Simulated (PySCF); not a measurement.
Positional isomers: butadiene chloro+silyl. Isolated molecules, 0 K electronic values unless said otherwise. One relaxed conformer stands for each flexible species; it need not be the lowest. Strings in code marks are SMILES.

Quantity: electronic energy of isomers of C4H7ClSi relative to `C=C/C(Cl)=C/[SiH3]` (C–C–C–Cl torsion 0°), in kJ/mol.

Case: `C=C([SiH3])C(=C)Cl` (Si–C–C–Cl torsion 45°). Geometry of `C=C([SiH3])C(=C)Cl` (neutral, multiplicity 1, Å):

```xyz
13

C      0.6147    -0.7325    -1.4068
C      0.2893    -0.1710    -0.2456
Si     1.5770     0.7779     0.7376
C     -1.0872    -0.2834     0.2633
C     -2.1914    -0.0833    -0.4344
Cl    -1.1978    -0.6755     1.9643
H     -0.0956    -1.3276    -1.9697
H      1.6049    -0.6252    -1.8308
H      1.0168     2.0646     1.2010
H      2.0439     0.0085     1.9077
H      2.7182     1.0240    -0.1696
H     -3.1709    -0.1819     0.0089
H     -2.1218     0.2053    -1.4734
```

Task: Give the electronic energy of isomers of C4H7ClSi relative to `C=C/C(Cl)=C/[SiH3]` (C–C–C–Cl torsion 0°) at the level PBE-D3(BJ)/def2-TZVP // CAM-B3LYP-D3(BJ)/def2-TZVP (PySCF).

Result: 19.88 kJ/mol.
